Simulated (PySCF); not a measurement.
Two-component Hartree-Fock for Fe²¹⁺ (iron, charge +21)

Start: [He] 2s2 2p1; 2p3/2 filled at m_j = +3/2. Calculated with PySCF 2.14 in an uncontracted even-tempered set (17 s from 5.6 bohr⁻², ratio 2.4; 11 p from 7.3 bohr⁻², ratio 2.4; 5 d from 25 bohr⁻², ratio 2.6; 4 f from 38 bohr⁻², ratio 2.6): generalised Hartree-Fock with the X2C-1e Hamiltonian and a Gaussian nucleus; one run each with spin-orbit coupling (SO) screened by Boettger's factors, then bare. This is a chosen level, not necessarily the ground level.

```csv
spinor shell,electrons,"ε, screened SO (eV)","ε, bare SO (eV)",weight of nominal j (bare SO),"rms radius, bare SO (bohr)"
1s1/2,2,-8415.0,-8415.0,1.000,0.0669
2s1/2,2,-1848.1,-1848.1,1.000,0.265
2p3/2,1,-1786.7,-1786.3,1.000,0.232
```

```csv
quantity,screened SO,bare SO
E (hartree),-878.00987,-877.99468
M_J,3/2,3/2
⟨J²⟩,3.750,3.750
⟨L²⟩,2.000,2.000
⟨S²⟩,0.750,0.750
```

Each row is a mean over spinors that exchange with the open shell spreads, by up to 20.279 eV (2s1/2).
